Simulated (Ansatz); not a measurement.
Born–Oppenheimer molecular dynamics of CH5FOSi (9 atoms, charge 0, multiplicity 1). It starts from a relaxed structure.

Level of theory: RKS PBE0/6-31G* (Ansatz 0.2.0).

```json
{
 "ensemble": "NVT, Langevin thermostat",
 "time step": "3 fs",
 "steps asked": "40",
 "set temperature": "200 K",
 "friction": "0.001 /fs",
 "seed": "57053"
}
```

First frame:

```xyz
9
Properties=species:S:1:pos:R:3
Si -0.124 -0.018 0.144
H 0.637 0.178 1.396
F 0.919 -0.250 -1.058
O -1.009 1.343 -0.075
C -2.050 1.433 -1.029
H -2.621 0.496 -1.099
H -2.729 2.232 -0.720
H -1.649 1.676 -2.020
H -1.022 -1.204 0.166
```

What does the run give?

The run went to its last step.

```yaml
steps_done: 40
time_covered: 120 fs
mean_temperature_over_the_second_half: 951604 K
spread_of_the_potential_energy_over_the_second_half: 342.2 meV per atom
mean_potential_energy_of_the_second_half_above_the_start: 2852.9 meV per atom
```

The temperature shot up to 1e+06 K, far beyond the bath's, so the integration failed: the time step of 3 fs is too long for the fastest motions that this run met, and the later frames carry no physical meaning.

What happens to the structure?

Parted: Si1–H2 1.48 → 12.17 Å, O4–C5 1.41 → 25.02 Å, C5–H6 1.10 → 361.63 Å, C5–H7 1.09 → 25.64 Å, C5–H8 1.10 → 26.70 Å. It ends as C + FHOSi + H + H + H + H. Pairs count as bonded within 1.25 times the sum of covalent radii (0.12 Å more for H–H). This is one draw of velocities; another would differ in detail.

How do temperature and energy run in time?


```tsv
time (fs)	T (K)	potential energy less start (eV)
0.0	178	0.000
6.0	54	0.220
12.0	110	0.140
18.0	111	0.133
24.0	109	0.448
30.0	285	0.812
36.0	119	3.065
42.0	2376	1.509
48.0	1039353	13.099
54.0	1020527	22.287
60.0	1010349	19.423
66.0	996231	24.386
72.0	985041	24.119
78.0	976423	21.033
84.0	962086	27.134
90.0	949008	27.803
96.0	939171	26.065
102.0	931515	26.751
108.0	917505	28.992
114.0	906789	28.739
120.0	894915	29.382
```

Run time: 3.6 min on 2 threads of Arm Neoverse V2, with other jobs on the host, peak memory 0.18 GiB.
